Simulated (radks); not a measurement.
The numbers below are computed, except where a source is named.
All-electron atom: Tl in [Hg] 6p1. Level of theory: scalar-relativistic Kohn-Sham, r2SCAN, spin-polarised, spherical densities, finite nucleus; open shells are filled with parallel spins first (spin-orbit coupling, left out, can overturn this in heavy ions); meta-GGA in the generalised Kohn-Sham scheme; Fermi nuclear charge, rms radius 5.4759 fm (a radial shooting solver on a logarithmic mesh with Libxc functionals).

Normalised radial functions P(r) = r R(r), r in bohr:

r	5p down	6p up
0.002559	0.0127	0.0029
0.003003	0.0164	0.0038
0.003524	0.0212	0.0049
0.004102	0.0271	0.0062
0.004814	0.0348	0.0080
0.005649	0.0447	0.0102
0.006577	0.0563	0.0129
0.007718	0.0714	0.0164
0.009057	0.0899	0.0206
0.01063	0.1122	0.0257
0.01237	0.1370	0.0314
0.01452	0.1668	0.0382
0.01704	0.1995	0.0457
0.01984	0.2320	0.0531
0.02328	0.2649	0.0606
0.02732	0.2924	0.0669
0.0318	0.3082	0.0705
0.03732	0.3073	0.0703
0.0438	0.2806	0.0641
0.05139	0.2211	0.0504
0.05983	0.1308	0.0297
0.07021	0.0029	0.0003
0.0824	-0.1465	-0.0339
0.09592	-0.2864	-0.0659
0.1126	-0.3984	-0.0912
0.1321	-0.4354	-0.0993
0.1538	-0.3721	-0.0841
0.1805	-0.1929	-0.0423
0.2118	0.0748	0.0195
0.2485	0.3643	0.0855
0.2893	0.5736	0.1317
0.3395	0.6374	0.1425
0.3984	0.4914	0.1035
0.4638	0.1730	0.0250
0.5443	-0.2724	-0.0798
0.6388	-0.7147	-0.1753
0.7436	-1.0271	-0.2276
0.8727	-1.1725	-0.2210
1.024	-1.1240	-0.1477
1.202	-0.9328	-0.0215
1.399	-0.6915	0.1240
1.642	-0.4451	0.2778
1.927	-0.2513	0.4102
2.243	-0.1284	0.5014
2.632	-0.0547	0.5531
3.089	-0.0198	0.5579
3.596	-0.0063	0.5234
4.22	-0.0016	0.4552
4.952	-0.0003	0.3675
5.811	0.0000	0.2746
6.765	0.0000	0.1920
7.939	0.0000	0.1198
9.316	0.0000	0.0670
10.85	0.0000	0.0344
12.73	0.0000	0.0149

5p down: eigenvalue -78.079 eV, 3 radial nodes at r = 0.0704, 0.203, 0.495 bohr, <r> = 1.01 bohr, 90 % of the charge inside 1.46 bohr. 6p up: eigenvalue -2.672 eV, 4 radial nodes at r = 0.0703, 0.202, 0.483, 1.23 bohr, <r> = 3.72 bohr, 90 % of the charge inside 5.77 bohr.
